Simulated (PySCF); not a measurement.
Job for PySCF: R-B3LYP/6-31G* on Br2 (SMILES BrBr) with ghost functions, monomers drawn apart or pushed together.

```python
from pyscf import gto, scf, dft, mp
from pyscf.data.elements import chemcore

mol = gto.M(
    atom='''
    Br    0.00468398    0.30229741    8.20701680
    Br   -0.10765636    0.08155342    5.89328261
    ghost-Cl   -0.08714203   -0.25780912    0.07877277
    ghost-H    0.95875619    0.48574338    0.07410081
    ''',
    basis='6-31g*',
    cart=True,
    charge=0, spin=0, verbose=3, max_memory=1800)
mf = dft.RKS(mol, xc='b3lyp')
mf.conv_tol = 1e-8
mf.max_cycle = 100
mf.kernel()
if not mf.converged:
    mf = mf.newton().run(mf.mo_coeff, mf.mo_occ)
```

Output:

```
converged SCF energy = -5147.75475155887
```

The calculation finished and met its thresholds.

Cost: around 5 core-seconds (rough).
